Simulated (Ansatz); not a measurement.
`[OH][AlH][O]B(F)Cl` + HBr → `FB(Cl)Br` + `[OH][AlH][OH]`  (ligand exchange at a B–O bond)

Calculated with Ansatz (gas phase, PBE0-D4/def2-TZVP geometries, no zero-point term in ΔE). CCSD(T)/CBS is the MP2 limit (def2-TZVPP, def2-QZVPP) plus CCSD(T) − MP2 in def2-TZVPP, frozen cores. This one scheme is used for every species. For Br outer-core shells are correlated without core-valence functions, which leaves a few kJ/mol of doubt a bond. Scalar relativity is left out up to krypton. Each species was taken in one conformer, which may not be the lowest.

| species | MP2/def2-QZVPP energy (Eh) |
| --- | --- |
| `[OH][AlH][O]B(F)Cl` | -978.06931 |
| HBr | -2573.65765 |
| `FB(Cl)Br` | -3157.48470 |
| `[OH][AlH][OH]` | -394.21431 |

**Question.** Work out ΔE.

**Answer.** ΔE = (-3157.48470) + (-394.21431) − (-978.06931) − (-2573.65765) = 0.02795 Eh = +73.4 kJ/mol. CCSD(T)/CBS gives +78.8 kJ/mol.

Largest T1 diagnostic among the species: 0.012.

Leaving LDA and LC-ωPBE aside and taking each functional with its dispersion term where it has one, the values, not all of them listed here, spread over 24.6 kJ/mol, from revPBE-D4 to BHLYP-D4. LDA lies +6.9 kJ/mol from PBE without D4. From PBE to PBE0 (25 % exact exchange), in def2-TZVPP and without D4, ΔE moves by +7.6 kJ/mol.
